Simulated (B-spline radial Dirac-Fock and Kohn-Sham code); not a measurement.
**Dipole and non-dipole photoemission parameters of Ar 3s**

System: the free argon atom in the configuration [Ne] 3s2 3p6; threshold 28.24 eV (orbital energy of the model). These are calculated numbers from a radial atomic solver; the model is Dirac-Hartree-Slater photoionisation with a Latter tail; cross sections with all multipoles, angular parameters from the dipole term and its interference with E2.

```
hν (eV)  σ (kb)      β       γ
    100     292  2.000   0.168
    150     179  2.000   0.113
    182     136  2.000   0.074
    183     135  2.000   0.073
    192     126  2.000   0.064
    195     123  2.000   0.060
    268    75.3  2.000   0.002
    307    60.3  2.000  -0.017
    319    56.6  2.000  -0.021
    364    45.3  2.000  -0.034
    456    30.5  2.000  -0.041
    491       ?      ?       ?
    600    18.5  2.000  -0.024
    652    15.8  2.000  -0.014
    800    10.7  2.000   0.025
   1100    5.72  2.000   0.120
   1250    4.41  2.000   0.170
 1253.6    4.38  2.000   0.172
   1480    3.10  2.000   0.248
   4510   0.235  2.000   1.051
   4550   0.230  2.000   1.059
   4640   0.219  2.000   1.078
   6000   0.114  2.000   1.339
   6170   0.106  2.000   1.369
   6690  0.0859  2.000   1.459
 8047.8  0.0527  2.000   1.677
   8680  0.0430  2.000   1.771
 9251.7  0.0362  2.000   1.852
   9460  0.0341  2.000   1.881
  10600  0.0249  1.999   2.033
```

Question: Give the values at 491 eV.

Answer: σ = 26.7 kb, β = 2.000, γ = -0.039. For an s subshell δ is negligible.
